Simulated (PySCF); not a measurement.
# SrCl⁻: from constants to spectrum

RHF-CCSD(T) constants of SrCl⁻, ¹Σ⁺ (singlet), closed shell (Sr def2-SVPD with ECP28, Cl def2-SVPD; scalar-relativistic core potentials (PySCF 2.14); masses 87.9056 and 34.9689 u):

```
ωe              : 237.1 cm⁻¹
ωexe            : 1.16 cm⁻¹
Be              : 0.088134 cm⁻¹
αe              : 0.000531 cm⁻¹
D (centrifugal) : 4.87e-08 cm⁻¹
De to Sr + Cl⁻  : 1.84 eV
```

Task: Estimate the standard entropy (1 bar) and heat capacity of the ideal gas at 298.15 K, rigid rotor with B0 and harmonic oscillator at the fundamental.

Result: Translation (Sackur–Tetrode, M = 122.87 u): 168.9 J/(mol K). Rotation: q = kT/(σB0) = 2360 with σ = 1, 72.9. Vibration: x = hcν0/kT = 1.13, 7.71. S° = 249.4 J/(mol K); Cp = 7R/2 + 7.48 = 36.6 J/(mol K).

Correlated steps freeze 5 core orbitals. Correlated levels converge slowly with the basis: in double zeta they bind strong bonds too weakly, by up to about 1 eV, and carry superposition errors of some tenths. For an ion De counts to the pair picked by the measured ionisation energies or electron affinities, which need not be the lowest pair at this level.
